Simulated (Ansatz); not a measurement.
AlBClH3OS, SMILES `SB[O][AlH][Cl]`, relaxed with RKS PBE0-D4/def2-TZVP in Ansatz 0.2.0 from a PBE-D4/def2-SVP geometry. The force threshold is 0.005 eV/Å; the program also tests the step.

The species carries charge 0 and has multiplicity 1.

Start:

```xyz
8

S     0.739   -2.251   -0.358
B    -0.182   -0.953    0.530
O    -0.055    0.329    0.125
Al    0.108    1.934   -0.432
Cl   -1.218    2.595   -1.926
H     0.289   -3.280    0.409
H    -0.897   -1.249    1.473
H     1.216    2.873    0.178
```

```
step  energy (eV)  largest force (eV/Å)  largest move (Å)
   1  -32720.4580                 0.479             0.000
   2  -32720.4898                 0.333             0.030
   3  -32720.4936                 0.214             0.030
   4  -32720.4967                 0.056             0.028
   5  -32720.4969                 0.034             0.011
   6  -32720.4972                 0.044             0.009
   7  -32720.4973                 0.044             0.005
   8  -32720.4976                 0.036             0.041
   9  -32720.4976                 0.017             0.004
  10  -32720.4977                 0.001             0.010
  11  -32720.4977                 0.004             0.007
```

End:

```xyz
8

S     0.733   -2.223   -0.352
B    -0.172   -0.929    0.537
O     0.002    0.348    0.179
Al    0.120    1.908   -0.412
Cl   -1.215    2.490   -1.903
H     0.243   -3.250    0.357
H    -0.905   -1.231    1.436
H     1.194    2.888    0.159
```

Run time 79 s (2 threads of an Arm Neoverse V1 on a shared host); peak host memory 0.49 GiB.
